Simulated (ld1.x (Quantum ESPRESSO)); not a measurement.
aluminium: excitation energies, all-electron against ultrasoft

ld1.x (Quantum ESPRESSO) 7.5 input, shortened:

```
&input
   title='Al', zed=13., rel=0, dft='BLYP', iswitch=3,
   config='[Ne] 3s2 3p1'
 /
 &inputp
   pseudotype=3, tm=.true., lloc=-1, rcloc=1.45,
   nlcc=.false.,
   which_augfun='PSQ', rmatch_augfun_nc=.true.
 /
4
3S  1  0   2.00   0.00  1.75  1.90  0.0
3S  1  0   0.00   2.50  1.75  1.90  0.0
3P  2  1   1.00   0.00  2.05  2.50  0.0
3P  2  1   0.00   5.10  2.05  2.50  0.0
 &test
   configts(1)='3s2 3p1'
 /
```

Energies are relative to the spin-unpolarised reference configuration 3s2 3p1; without spin polarisation the order of configurations can differ from experiment.

```csv
valence configuration,charge,ΔE all-electron (eV),error AE − PS (meV)
3s2 3p0,+1,5.637,+6.0
3s1 3p0,+2,24.817,+94
3s2 3p0.5,+0.5,2.017,+1.0
3s0 3p3,0,10.515,+66
3s1 3p1,+1,11.438,+20
```

(1) What are ΔE and the potential's error for 3s1 3p2?

(2) What are ΔE and the potential's error for 3s2 3p1.3?

Levels in the configuration 3s2 3p1.3:

| level | all-electron (eV) | pseudo (eV) |
| --- | --- | --- |
| 3s | -5.869 | -5.868 |
| 3p | -1.022 | -1.023 |

Results:

(1) ΔE = 5.155 eV all-electron; the error (AE − PS) is +12 meV.

(2) ΔE = -0.533 eV all-electron; the error (AE − PS) is +0.2 meV.

ld1.x printed “convergence not achieved” for 6 of the counted tests; their residual had stalled under 1e-8, short of the target of 1e-14.
